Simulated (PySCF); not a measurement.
Assigning NMR signals

Atom-mapped SMILES (the numbers label the heavy atoms): `[F:1][C:2](=[C:3]=[P:4][CH2:5][SiH3:6])[C:7]([F:8])([F:9])[F:10]`. Hydrogens are named by the atom that carries them.

Computed data (PySCF): GFN2-xTB geometry, shielding tensors at PBE0/pcSseg-1 (GIAO). Isolated molecule, relativity neglected, single conformer, fast rotation and ring inversion assumed for equivalent nuclei.

References, each an isolated molecule treated in the same way: 13C and 1H vs TMS.

**Question.** Assign these signals to the numbered atoms. 13C{1H} NMR (computed): δ 250.5 (C), 155.7 (C), 130.3 (C), 11.8 (CH2).

**Answer.** 
```tsv
δ (ppm)	atoms	environment	reason
250.5	C3	cumulene carbon	–
155.7	C2	fully substituted alkene carbon	an sp2 carbon of a C=C bond
130.3	C7	CF3 carbon	3 electronegative neighbours deshield it
11.8	C5	sp3 CH2 bonded to P and Si	an electropositive neighbour leaves it electron-rich and shielded
```

**Question.** Assign these signals to the numbered atoms. 1H NMR (400 MHz, computed): δ 4.04 (m, 3H), 1.57 (m, 2H).

**Answer.** 
| δ (ppm) | atoms | environment | reason |
| --- | --- | --- | --- |
| 4.04 | H(Si6) | hydrogen on a silicon bonded to C | – |
| 1.57 | H(C5) | hydrogen on an sp3 CH2 bonded to P and Si | – |

Splittings by 19F and 31P in the carbon and heteronuclear signals aren't shown, as no couplings were computed. Shifts are as computed. Against solution values, carbons near 30 ppm lie about +3 ppm off and those near 130 ppm about +5 ppm. Of 1211 compounds with measured shifts, 218 miss one by over three times the rms of a fit or turn the order of signals round; such compounds aren't used in these exercises. No couplings were computed; multiplicities are counted from neighbouring protons, with m where these are inequivalent, close in shift, in a saturated or five-membered ring or joined by F or P, and br s for small geminal =CH2 splittings.
